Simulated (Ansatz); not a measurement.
Reaction (substitution at a C–Ga bond): `[CH3][GaH][C](=N)F` + `N[SiH2]S` → `N=C(F)S[SiH2]N` + `[CH3][GaH2]`

Calculated with Ansatz (gas phase, PBE0-D4/def2-TZVP geometries, no zero-point term in ΔE). CBS: MP2 limit from def2 TZ/QZ plus the TZ coupled-cluster correction, frozen cores. DFT in def2-TZVPP. For Ga outer-core shells are correlated without core-valence functions, which leaves a few kJ/mol of doubt a bond. Scalar relativity is left out up to krypton. Each species was taken in one conformer, which may not be the lowest.

CCSD(T)/CBS gives +43.0 kJ/mol.

**Question.** Another level gave +35.7 kJ/mol. Which?
A. PBE-QIDH/def2-TZVPP
B. r2SCANh/def2-TZVPP
C. B97M-V/def2-TZVPP
D. HF/def2-TZVPP

**Answer.** A. PBE-QIDH 35.7, r2SCANh 30.7, HF/def2-TZVPP 44.2, B97M-V 23.2 kJ/mol.

Largest T1 diagnostic among the species: 0.014.

At CCSD(T), def2-SVP lies −8.4 kJ/mol from the extrapolated value and def2-TZVPP −0.2 kJ/mol. The D4 term adds −3.6 kJ/mol with B3LYP and −1.8 kJ/mol with PBE0; it sums over pairs of atoms, weighted by their polarisabilities, and B3LYP, whose exchange is more repulsive, gets the larger term.

B3LYP here is the variant with VWN-RPA as its local correlation; programs differ in this.
